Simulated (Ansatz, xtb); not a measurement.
## Relative energy of two isomers of C4H5ClGeO2

We compare a, `O=C1C=[C](Cl)[GeH2][CH2]O1`, a singlet, with b, `O=C=C(C=O)[CH2][GeH2][Cl]`, a singlet. Both are isolated molecules in the gas phase, relaxed with B3LYP-D3(BJ)/def2-SVP; the shapes shown needn't be the lowest conformers.

a (Å):

```xyz
13

C    -1.0454   -0.9403   -1.0837
C    -1.4478    0.3308   -0.4070
C    -1.1701    0.6907    0.8584
C     0.8670   -1.3430    0.4102
Cl   -1.8719    2.1343    1.5407
Ge    0.0524   -0.3893    1.9380
O    -1.5890   -1.2784   -2.1033
O    -0.1178   -1.7670   -0.5348
H    -2.1153    0.9345   -1.0284
H    -0.7202   -1.2956    2.9103
H     1.0564    0.5086    2.6773
H     1.4032   -2.2531    0.7095
H     1.5931   -0.6683   -0.0770
```

b (Å):

```yaml
atoms:
  - { symbol: C, position_ang: [-2.2624, -0.5031, -0.2237] }
  - { symbol: C, position_ang: [-1.3414, -0.3665, 0.7341] }
  - { symbol: C, position_ang: [-1.4179, 0.8168, 1.6041] }
  - { symbol: C, position_ang: [-0.1704, -1.3055, 0.8911] }
  - { symbol: Cl, position_ang: [0.5931, -0.7941, -2.2469] }
  - { symbol: Ge, position_ang: [1.3611, -0.7004, -0.1948] }
  - { symbol: O, position_ang: [-3.0954, -0.5949, -1.0217] }
  - { symbol: O, position_ang: [-0.5827, 1.0526, 2.4515] }
  - { symbol: H, position_ang: [-2.2950, 1.4886, 1.4424] }
  - { symbol: H, position_ang: [0.1228, -1.2982, 1.9518] }
  - { symbol: H, position_ang: [-0.4133, -2.3357, 0.5961] }
  - { symbol: H, position_ang: [2.5724, -1.6486, -0.1144] }
  - { symbol: H, position_ang: [1.7358, 0.7640, 0.0738] }
```

Estimate E(b) − E(a) at the level CCSD(T)/def2-SVP + ΔMP2/def2-TZVPP.

Calculated at CCSD(T)/def2-SVP + ΔMP2/def2-TZVPP: E(b) − E(a) = −23.2 kcal/mol, so structure b lies lower.

Level by level:

| level | geometry | E(b) − E(a) (kcal/mol) | departure from the last row (kcal/mol) | job, with rough time for the two |
| --- | --- | --- | --- | --- |
| B3LYP-D3(BJ)/def2-SVP | B3LYP-D3(BJ)/def2-SVP | −26.1 | −2.9 | optimisation, 3.2 min |
| HF/def2-SVP | B3LYP-D3(BJ)/def2-SVP | −30.4 | −7.2 | part of the CCSD(T) run |
| MP2/def2-SVP | B3LYP-D3(BJ)/def2-SVP | −30.4 | −7.2 | part of the CCSD(T) run |
| CCSD(T)/def2-SVP | B3LYP-D3(BJ)/def2-SVP | −27.3 | −4.1 | single point |
| CCSD(T)/def2-SVP + ΔMP2/def2-TZVPP | B3LYP-D3(BJ)/def2-SVP | −23.2 |  | single point, 2.9 min |

As drawn, b has 1 C=O, 1 C–C, 1 Cl–Ge in place of 1 C–Cl, 1 C–Ge, 2 C–O. Structure a has a 6-membered ring, b no ring.

The levels shown agree on the order. The largest departure from CCSD(T)/def2-SVP + ΔMP2/def2-TZVPP is that of HF/def2-SVP, 7.2 kcal/mol. Levels run at GFN2-xTB geometries aren't shown. The last row adds to CCSD(T) the change of the MP2 difference between the two basis sets, here +4.1 kcal/mol, a large step that makes the value less sure.

With thermal terms from frequencies at re-optimised GFN2-xTB minima (ideal gas, soft modes damped towards free rotors, one conformer each, 298.15 K, 1 atm): on the last row, ΔE + ΔZPE = −23.9, ΔH = −23.2, ΔG = −24.8 kcal/mol.

The correlated steps freeze 20 core orbitals; the filled d shell of Ge is correlated, in a basis made for valence electrons. Codes used: Ansatz 0.2.0, xtb 6.7.1; the last row on 4 threads of Arm Neoverse V1 on a shared host.
